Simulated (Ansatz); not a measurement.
Species: Cu$_{2}$, net charge 0, singlet state. SMILES: [Cu][Cu]
Geometry from a B3LYP-D3(BJ)/def2-TZVP (Ansatz, a quantum-chemistry and plane-wave program) optimisation:
```xyz
2

Cu     0.0000     0.0000    -1.1457
Cu     0.0000     0.0000     1.1457
```

Property: vertical triplet-singlet gap, E(triplet) - E(singlet), in eV. Conventions: 6-31G* and kin with 6d, 5d where marked; each state is the SCF solution reached for its charge and spin; LANL2DZ with its own core potentials from Na on; spin-orbit terms left out; non-relativistic; UHF or UKS for open shells; valence correlation only (noble-gas shells and the d and f shells of earlier blocks). Ab initio and DFT rows: single points at B3LYP-D3(BJ) geometries (Ansatz). A UHF reference is markedly spin-contaminated in at least one set, which strains HF and MP2. Levels can end on unlike triplets.

```json
[
 {"level": "HF/LANL2DZ", "program": "Ansatz", "vertical triplet-singlet gap, E(triplet) - E(singlet) (eV)": "1.18"},
 {"level": "HF/6-31G*", "program": "Ansatz", "vertical triplet-singlet gap, E(triplet) - E(singlet) (eV)": "-1.42"},
 {"level": "B3LYP/3-21G", "program": "Ansatz", "vertical triplet-singlet gap, E(triplet) - E(singlet) (eV)": "-2.21"},
 {"level": "B3LYP/6-31G*", "program": "Ansatz", "vertical triplet-singlet gap, E(triplet) - E(singlet) (eV)": "0.36"},
 {"level": "MP2/LANL2DZ", "program": "Ansatz", "vertical triplet-singlet gap, E(triplet) - E(singlet) (eV)": "1.79"},
 {"level": "MP2/6-31G*", "program": "Ansatz", "vertical triplet-singlet gap, E(triplet) - E(singlet) (eV)": "2.31"},
 {"level": "wB97M-V/def2-TZVPD", "program": "Ansatz", "vertical triplet-singlet gap, E(triplet) - E(singlet) (eV)": "2.08"},
 {"level": "wB97X-V/def2-TZVPD", "program": "Ansatz", "vertical triplet-singlet gap, E(triplet) - E(singlet) (eV)": "1.96"}
]
```

No value to compare with is used here. The 6 habitual levels span -2.21 (B3LYP/3-21G) to 2.31 eV (MP2/6-31G*); wB97X-V/def2-TZVPD gives 1.96.

The levels are drawn from those run, B3LYP/6-31G* more often than the rest, none by its result; runs whose electronic state is in doubt are left out.
